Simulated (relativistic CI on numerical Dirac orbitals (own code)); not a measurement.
## One change at a time: Ti¹⁰⁺

Base calculation: Dirac-Coulomb-Breit CI, KLI orbitals optimised for each configuration, model QED, unscaled Slater integrals.

CI space (outside the closed core [Ne]): 3s2, 3s.3p, 3p2, 3s.3d, 3d2, 3p.3d, 3p.4s, 3s.4s, 3s.4p, 3d.4s, 3s.4d, 3s.4f, 3s.5s, 3s.5p, 3s.5d, 4s2, 3s.5f, 3s.5g, 3s.6s, 3s.6p, 3s.6d. Levels of other configurations are missing.

Variants: (1) one mean potential for all configurations. Shifts of the energy above 3s2 1S_0, in cm⁻¹, for the lowest level and the first level of each name with at least 55 % of one term (blank where a level changes its place among those of its configuration and J or its character, or is not in the variant):

```
      Level    Base  Δ(1)
   3s2 1S_0       0     0
3s.3p 3P°_0  171879   +89
3s.3p 3P°_1  174401   +89
3s.3p 3P°_2  179978   +89
3s.3p 1P°_1  262851  +109
   3p2 1D_2  408374  +117
   3p2 3P_0  411539  +138
   3p2 3P_1  414979  +135
   3p2 3P_2  421334  +128
   3p2 1S_0  487858  +160
 3s.3d 3D_1  502573   +75
 3s.3d 3D_2  502850   +75
 3s.3d 3D_3  503287   +74
 3s.3d 1D_2  575914   +86
3p.3d 3F°_2  684238  +170
3p.3d 3F°_3  687901  +167
3p.3d 3F°_4  692211  +161
3p.3d 1D°_2  695760  +111
3p.3d 3P°_2  728561  +109
3p.3d 3D°_1  729641  +101
3p.3d 3P°_0  733624  +121
3p.3d 3P°_1  734272  +105
```

At this charge energies of transitions that change n are usually good to better than 1 %, and those within a shell (Δn = 0) to a few per cent.

Ionisation energy from the two ground configurations alone: base 262.615 eV. The NIST ASD value (semi-empirical) is 265.07 eV.

LS names give the leading component of a level, which can be under half, so a name can repeat, a term be missing and a line seem to break the LS rules.
